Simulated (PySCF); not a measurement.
CH4N2S. Atoms are numbered in the order given.

```xyz
8

N     -0.0578    -1.1562    -1.0536
C      0.0000     0.0000    -0.3161
N      0.0578     1.1562    -1.0536
S      0.0000     0.0000     1.3557
H      0.3054    -1.1706    -2.0095
H      0.0546    -2.0135    -0.5129
H     -0.3054     1.1706    -2.0095
H     -0.0546     2.0135    -0.5129
```

Geometry optimised at PBE-D3(BJ)/def2-SVP. The values are those of a single conformer.

Method: PBE-D3(BJ)/def2-SVP (PySCF).

Frequencies are harmonic and unscaled.

Computed vibrational spectrum:
```
mode  ν (cm⁻¹)  IR (km/mol)  moving atoms (share of kinetic energy)
----  --------  -----------  --------------------------------------
1          328        111.0                           H 90 %, N 9 %
2          371        291.4                          H 84 %, N 14 %
3          392          4.0          N 43 %, S 22 %, H 21 %, C 14 %
4          442          7.7                  H 40 %, N 37 %, S 20 %
5          490         22.5                          H 79 %, N 20 %
6          571         81.3                                  H 94 %
7          620         17.3                          C 77 %, N 16 %
8          765          4.8          N 39 %, S 33 %, H 16 %, C 12 %
9         1016         16.3                          H 76 %, N 21 %
10        1038         28.4                          H 51 %, N 41 %
11        1375        182.2                  C 56 %, H 32 %, N 10 %
12        1405         30.7                          C 50 %, H 43 %
13        1548        259.2                  H 56 %, N 26 %, C 18 %
14        1558         84.9                          H 77 %, N 17 %
15        3464         28.0                                  H 96 %
16        3473          2.7                                  H 96 %
17        3611         65.4                           H 91 %, N 9 %
18        3612         18.0                           H 91 %, N 9 %
```
